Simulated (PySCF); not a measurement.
C2H9BN2. Atoms are numbered in the order given.

```xyz
14

B     -0.5530     0.1101     0.5532
H     -1.1921     0.0223     1.5809
N      0.6442    -0.6292     0.4342
C      1.1739    -1.5399     1.4110
H      1.2102    -0.5406    -0.4011
H      2.1801    -1.2472     1.7628
H      1.2468    -2.5765     1.0336
H      0.5123    -1.5578     2.2885
N     -1.0489     0.9468    -0.4751
C     -0.4477     1.1891    -1.7570
H     -1.8732     1.4962    -0.2785
H      0.2898     2.0154    -1.7542
H     -1.2073     1.4323    -2.5170
H      0.0739     0.2873    -2.1184
```

Coordinates come from a PBE0-D3(BJ)/def2-SVP optimisation. The structure was generated by enumeration, and PubChem lists no compound with its InChIKey, so it may never have been made. One conformer was computed; it need not be the lowest.

These are PySCF with PBE/pcSseg-1 values and carry that method's errors.

GIAO shieldings, no solvent; atoms listed in one row are averaged. δ = σ(ref) − σ: ¹¹B against BF3 (σ = 83.9 ppm); ¹H against TMS (σ = 31.49 ppm); ¹⁵N against NH3 (σ = 267.0 ppm); ¹³C against TMS (σ = 182.0 ppm), references at their B3LYP-D3(BJ)/def2-TZVP geometries, non-relativistic.

Q: Estimate the chemical shifts. (Estimate from the structure and the level; the computed values follow.)

A: 
```
nucleus          atoms  count  δ (ppm)
-------  -------------  -----  -------
¹¹B                 B1      1     10.9
¹H                  H2      1     4.33
¹H          H6, H7, H8      3     3.19
¹H       H12, H13, H14      3     2.86
¹H                 H11      1     2.38
¹H                  H5      1     2.29
¹⁵N                 N3      1     87.1
¹⁵N                 N9      1     80.6
¹³C                 C4      1     38.0
¹³C                C10      1     31.0
```
